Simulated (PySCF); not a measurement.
F3Ga, SMILES [F][Ga+]([F])[F] (connectivity only; charge and spin as stated), charge +1, multiplicity 2.

The structure is a stationary point at r2SCAN-D4/def2-SVP.

All values below come from TDA-PBE0/def2-SVPD in PySCF.

Vertical excitations. Isolated molecule, no solvent.

| state | energy (eV) | λ (nm) | f | main pairs |
|---|---|---|---|---|
| root 1 | 1.32 | 940 | 0.000 | β HOMO−3→LUMO 100 % |
| root 2 | 2.04 | 606 | 0.000 | β HOMO−5→LUMO 67 %, β HOMO→LUMO 33 % |
| root 3 | 2.25 | 551 | 0.000 | β HOMO−6→LUMO 84 %, β HOMO−1→LUMO 16 % |
| root 4 | 3.07 | 404 | 0.033 | β HOMO−2→LUMO 59 %, β HOMO−7→LUMO 22 %, β HOMO−4→LUMO 15 % |
| root 5 | 3.21 | 386 | 0.000 | β HOMO−1→LUMO 84 %, β HOMO−6→LUMO 16 % |
| root 6 | 3.28 | 378 | 0.000 | β HOMO→LUMO 67 %, β HOMO−5→LUMO 33 % |
| root 7 | 4.59 | 270 | 0.104 | β HOMO−4→LUMO 71 %, β HOMO−2→LUMO 17 % |
| root 8 | 5.37 | 231 | 0.037 | β HOMO−7→LUMO 74 %, β HOMO−4→LUMO 12 % |
| root 9 | 6.10 | 203 | 0.001 | α HOMO→LUMO 57 %, β HOMO→LUMO+1 42 % |
| root 10 | 6.16 | 201 | 0.000 | α HOMO−1→LUMO 59 %, β HOMO−1→LUMO+1 39 % |
Unrestricted roots are not spin-pure.
